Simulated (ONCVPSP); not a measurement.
**phosphorus (P) ONCV: all-electron and pseudo phase curves**

```json
{
 "Element": "P",
 "Generator": "ONCVPSP 4.0.1",
 "Type": "optimised norm-conserving Vanderbilt (ONCV)",
 "Functional": "PBEsol",
 "Relativity": "non-relativistic",
 "Frozen core": "[Ne]",
 "Valence charge": "5",
 "Reference configuration": "3s2 3p3",
 "Partial waves": "3s: rc 1.30 bohr, ncon 3, nbas 7, qcut 6.4 1/bohr, 3 projectors, debl 2.3 Ha; 3p: rc 1.55 bohr, ncon 5, nbas 9, qcut 4.6 1/bohr, 1 projector",
 "Local potential": "polynomial inside 1.25 bohr (lpopt 5, dvloc0 0 Ha)",
 "Core correction": "Teter function fitted to the true core (icmod 2), fcfact 0.2"
}
```

The phase is arctan(r·R′/R) of the radial function R(r), unwrapped; energies in Ha, scanned from -2 to 5 Ha. A pole is an energy at which the radial function vanishes at the test radius. The pseudo phase is shifted by a multiple of π to meet the all-electron one at the reference energy, and phase errors are pseudo minus all-electron; the curves can meet again beyond the range given. Levels narrower than the energy grid can be missing from the lists of poles.

For each channel, where are the poles, and over which energies does the pseudopotential scatter like the atom?

| channel | radius (bohr) | reference energy (Ha) | poles, all-electron | poles, pseudo | unbroken range about the reference energy with phases within 0.05 rad | phase error 1 Ha above the reference energy (rad) |
| --- | --- | --- | --- | --- | --- | --- |
| s | 1.32 | -0.51 | 4.93 | 4.93 | the whole range | -0.000 |
| p | 1.57 | -0.20 | 2.84 | 2.34 | below 2.3 | -0.014 |

Note: ghosts flagged at negative energy: s at -175.6 eV; no localised positive-energy state flagged. A true bound ghost makes a file unfit for plane-wave use.

Phases in the s channel:

```csv
E (Ha),all-electron,pseudo
-1.98,0.757,0.757
-1.62,0.589,0.589
-1.26,0.358,0.358
-0.90,0.059,0.059
-0.54,-0.275,-0.275
-0.18,-0.579,-0.579
0.18,-0.816,-0.816
0.54,-0.989,-0.989
0.90,-1.115,-1.115
1.26,-1.208,-1.208
1.62,-1.279,-1.279
1.98,-1.335,-1.335
2.34,-1.381,-1.381
2.70,-1.419,-1.419
3.06,-1.451,-1.451
3.42,-1.479,-1.479
3.78,-1.504,-1.504
4.14,-1.526,-1.526
4.50,-1.547,-1.547
4.86,-1.567,-1.567
```
